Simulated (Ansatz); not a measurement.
One change: `[F][Sn]([F])([F])[SeH]` becomes `[F][Ge]([F])([F])[SeH]`.

Ansatz, PBE0-D4/def2-TZVP geometries, multiplicity 1. Each molecule was computed in one conformer, which needn't be the lowest.

Elements past krypton have def2 core potentials. Scalar relativity is left out up to krypton.

```
                                      property  `[F][Sn]([F])([F])[SeH]`
size of the dipole moment (PBE/def2-TZVPP) / D                      3.51
             LUMO energy (PBE/def2-TZVPP) / eV                     -3.88
           LUMO energy (B3LYP/def2-TZVPP) / eV                     -3.32
             HOMO energy (PBE/def2-TZVPP) / eV                     -7.29
         LUMO energy (ωB97M-V/def2-TZVPP) / eV                     -0.96
           HOMO–LUMO gap (PBE/def2-TZVPP) / eV                      3.40
```

**Question.** What does the change do to each property? (Estimate.)

**Answer.** The calculation gave: 
```
                                      property  `[F][Ge]([F])([F])[SeH]`  shift
size of the dipole moment (PBE/def2-TZVPP) / D                      2.70  -0.81
             LUMO energy (PBE/def2-TZVPP) / eV                     -2.66   1.22
           LUMO energy (B3LYP/def2-TZVPP) / eV                     -2.02   1.30
             HOMO energy (PBE/def2-TZVPP) / eV                     -7.12   0.17
         LUMO energy (ωB97M-V/def2-TZVPP) / eV                      0.37   1.33
           HOMO–LUMO gap (PBE/def2-TZVPP) / eV                      4.46   1.06
```

With PBE0 the HOMO rises by 0.17 eV and the LUMO rises by 1.31 eV, so the gap widens by about 1.14 eV. PBE moves the HOMO by 0.17 eV and ωB97M-V by 0.16 eV. Dipoles are sizes alone; their direction can turn.

B3LYP here is the variant with VWN-RPA as its local correlation; programs differ in this.

Spin–orbit coupling is left out; it splits and shifts lone-pair levels of the heavy atoms by tenths of an eV.
